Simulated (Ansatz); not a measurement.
Relaxation of ClH6HfO3P (12 atoms, charge 0, multiplicity 1), to a largest force component of 0.03 eV/Å in at most 50 steps.

Level of theory: RKS B3LYP/def2-SVP in Ansatz.

```xyz
12
Properties=species:S:1:pos:R:3:forces:R:3
Hf 0.172 0.406 -0.344 -0.31 -0.48 -0.62
Cl 1.175 -0.995 2.956 -0.17 0.98 0.24
O 1.692 -0.663 -0.872 0.02 0.02 0.00
H 2.379 -1.198 -1.273 -0.03 0.01 0.03
O -0.578 1.388 -1.829 -0.01 0.00 0.00
H -1.190 1.675 -2.510 0.04 -0.01 0.02
O -1.265 -0.559 0.531 0.02 0.00 0.03
H -1.565 -1.275 1.097 -0.01 0.03 -0.03
P 0.982 2.201 1.343 0.50 0.63 0.31
H 2.379 2.073 0.999 -0.28 0.05 0.07
H 0.775 3.408 0.579 0.01 -0.28 0.19
H 0.932 0.311 3.151 0.21 -0.93 -0.23
```

Problem. Where does it end, and by what steps?

Solution. The forces met the threshold. The force dipped under the threshold on the way, but the program's further checks kept it going. After 25 steps the energy has fallen by 0.177 eV; H11 moved furthest, 1.10 Å.

| step | energy less start (eV) | largest force component (eV/Å) | accepted |
| --- | --- | --- | --- |
| 0 | 0.0000 | 0.978 | yes |
| 1 | -0.0151 | 1.252 | yes |
| 2 | -0.0762 | 0.499 | yes |
| 3 | -0.0938 | 0.502 | yes |
| 4 | -0.0932 | 0.402 | no |
| 5 | -0.1106 | 0.246 | yes |
| 6 | -0.1229 | 0.090 | yes |
| 7 | -0.1320 | 0.303 | yes |
| 8 | -0.1353 | 0.253 | yes |
| 9 | -0.1579 | 0.078 | yes |
| 10 | -0.1660 | 0.139 | yes |
| 11 | -0.1620 | 0.348 | no |
| 12 | -0.1712 | 0.037 | yes |
| 13 | -0.1710 | 0.145 | no |
| 14 | -0.1729 | 0.027 | yes |
| 15 | -0.1741 | 0.039 | yes |
| 16 | -0.1740 | 0.104 | no |
| 17 | -0.1748 | 0.055 | yes |
| 18 | -0.1753 | 0.048 | yes |
| 19 | -0.1758 | 0.066 | yes |
| 20 | -0.1761 | 0.078 | yes |
| 21 | -0.1764 | 0.073 | yes |
| 22 | -0.1767 | 0.048 | yes |
| 23 | -0.1768 | 0.041 | yes |
| 24 | -0.1769 | 0.041 | yes |
| 25 | -0.1770 | 0.019 | yes |

```xyz
12
Properties=species:S:1:pos:R:3
Hf 0.125 0.361 -0.455
Cl 1.601 -1.005 3.351
O 1.592 -0.824 -0.845
H 2.228 -1.528 -0.982
O -0.423 1.375 -2.003
H -0.748 1.768 -2.814
O -1.378 -0.411 0.469
H -2.038 -0.940 0.919
P 1.154 2.007 1.363
H 2.060 2.734 0.533
H 0.130 3.001 1.378
H 1.585 0.233 2.915
```

The run took 86 s on 4 threads of Arm Neoverse V1 (shared host), peak memory 0.43 GiB.
